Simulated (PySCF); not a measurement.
Ge(H)(SH) (GeH2S), SMILES [SH][GeH] (connectivity only; charge and spin as stated), neutral, multiplicity 1. Heavy atoms are numbered as in [GeH:1][SH:3]. Hydrogens are named by the atom that carries them.

The structure is a stationary point at PBE0-D3(BJ)/def2-TZVP.

Calculation: B3LYP/pcSseg-2 run with PySCF.

GIAO shieldings, no solvent; atoms alike by connectivity are averaged. δ = σ(ref) − σ: ⁷³Ge against GeH4 (σ = 1629.1 ppm); ¹H against TMS (σ = 31.68 ppm); ³³S against H2S (σ = 688.9 ppm), references at their B3LYP-D3(BJ)/def2-TZVP geometries, non-relativistic.

```
atoms      nucleus  count  δ (ppm)
---------  -------  -----  -------
Ge1 (GeH)     ⁷³Ge      1   1407.7
H on Ge1        ¹H      1    10.14
H on S3         ¹H      1      ___
S3 (SH)        ³³S      1      ___
```

**Question.** Some entries are withheld; supply them. (Estimate from the structure and the level; the computed values follow.)

**Answer.** 
- H on S3, δ (ppm): 6.48
- S3 (SH), δ (ppm): 550.6
